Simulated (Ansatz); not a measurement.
Computed with Ansatz on PBE0-D4/def2-TZVP structures; ΔE is electronic, products minus reactants. CBS: MP2 limit from def2 TZ/QZ plus the TZ coupled-cluster correction, frozen cores. DFT in def2-TZVPP. B3LYP here is the variant with VWN-RPA as its local correlation; programs differ in this. HSE06 is defined as in plane-wave codes. One conformer a species, not always the lowest.

Consider the formal exchange of groups at the Si–O bond: `[OH][Al]([F])[O][SiH3]` + `O[SiH2]F` → `O[SiH](F)[SiH3]` + `[OH][Al]([OH])[F]`.

`[OH][Al]([F])[O][SiH3]`:

Cartesian coordinates in Å:
```
O 0.133 -1.406 -2.428
Al 0.363 -0.022 -1.505
F 0.987 1.290 -2.263
O -0.014 0.061 0.119
Si -0.253 0.479 1.673
H -0.224 -2.216 -2.070
H 0.974 1.103 2.234
H -1.380 1.444 1.773
H -0.585 -0.733 2.467
```

`O[SiH2]F`:

Z-matrix (Å, degrees):
```
Si
F 1 1.596
O 1 1.630 2 111.0
H 1 1.482 2 106.0 3 121.4
H 1 1.474 2 108.2 3 -116.3
H 3 0.958 1 119.1 2 71.8
```

`O[SiH](F)[SiH3]`:

```xyz
9

O     1.227   -0.680    1.301
Si   -0.089   -0.822    0.339
F    -1.402   -1.054    1.230
Si   -0.295    1.191   -0.833
H     1.558   -1.460    1.751
H     0.017   -2.036   -0.514
H    -1.520    1.154   -1.675
H     0.888    1.375   -1.715
H    -0.386    2.332    0.115
```

`[OH][Al]([OH])[F]`:

```xyz
6

O    -0.713    1.354   -0.484
Al   -0.022   -0.039    0.150
O     0.912   -1.003   -0.860
F    -0.256   -0.452    1.728
H    -1.255    1.947    0.033
H     1.334   -1.807   -0.566
```

```tsv
level	ΔE (kJ/mol)	difference from CCSD(T)/CBS
LDA (SPW92)	89.8	-28.9
PBE-D4	87.8	-30.9
revPBE-D4	87.4	-31.3
BLYP-D4	107.1	-11.6
r2SCAN-D4	110.6	-8.1
B97M-V	113.0	-5.7
r2SCANh-D4	112.7	-6.0
r2SCAN0-D4	115.8	-2.9
HSE06-D4	99.2	-19.5
BHLYP-D4	129.3	10.6
ωB97X-V	113.6	-5.1
ωB97M-V	118.8	0.1
B2PLYP	122.9	4.2
PBE-QIDH	115.8	-2.9
PBE	89.0	-29.7
revPBE	88.8	-29.9
r2SCAN	110.7	-8.0
PBE0	100.3	-18.4
B3LYP	117.4	-1.3
r2SCANh	112.9	-5.8
r2SCAN0	116.0	-2.7
HSE06	100.1	-18.6
BHLYP	131.3	12.6
CAM-B3LYP	123.5	4.8
LC-ωPBE	108.1	-10.6
RPA@PBE/def2-TZVPP	121.6	2.9
HF/def2-SVP	143.8	25.1
MP2/def2-SVP	126.8	8.1
CCSD(T)/def2-SVP	120.1	1.4
HF/def2-TZVPP	149.2	30.5
MP2/def2-TZVPP	127.6	8.9
SCS-MP2/def2-TZVPP	132.6	13.9
CCSD/def2-TZVPP	123.9	5.2
CCSD(T)/def2-TZVPP	120.0	1.3
HF/def2-QZVPP	152.0	33.3
MP2/def2-QZVPP	127.9	9.2
SCS-MP2/def2-QZVPP	132.6	13.9
HF/CBS(def2)	152.4	33.7
MP2/CBS(def2)	126.4	7.7
CCSD/CBS(def2)	122.7	4.0
CCSD(T)/CBS	118.7	0
```

Largest T1 diagnostic among the species: 0.013.

From PBE to PBE0 (25 % exact exchange), in def2-TZVPP and without D4, ΔE moves by +11.2 kJ/mol. In def2-TZVPP, CCSD(T) changes the Hartree–Fock value by −29.3 kJ/mol (the triples alone add −4.0 kJ/mol) and MP2 by −21.6 kJ/mol.
